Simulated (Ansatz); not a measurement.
NiMe2 (C₂H₆Ni). Total charge 0; triplet. Geometry r2SCAN-D4/def2-TZVP, basis def2-TZVP, Ansatz.

| run | HOMO (eV) | LUMO (eV) |
| --- | --- | --- |
| A | -4.88 | -4.61 |
| B | -8.66 | -0.54 |
| C | -7.39 | -1.03 |
| D | -8.95 | 1.25 |
| E | -9.08 | -0.38 |
| F | -7.70 | -1.67 |

LC-ωPBE has ω = 0.4 bohr⁻¹. The order of the spin states hangs on the level: the singlet lies 0.58 eV below the triplet at revPBE-D4/def2-TZVP, but 0.01 eV above it at ωB97X-V/def2-TZVP.

HOMO and LUMO are taken over both spins.

Task: The runs used BHLYP, CAM-B3LYP, HF, LC-ωPBE, revPBE, ωB97X-V. Estimate which is which.

Result: A revPBE (0 % exact exchange); B ωB97X-V (range-separated); C BHLYP (50 % exact exchange); D HF (100 % exact exchange); E LC-ωPBE (range-separated); F CAM-B3LYP (range-separated). Exact exchange lowers occupied and raises empty levels; among semilocal functionals meta-GGAs tend to open the gap a little, and such runs are hard to tell apart. The gap grows from 0.27 eV (revPBE) to 10.20 eV (HF).
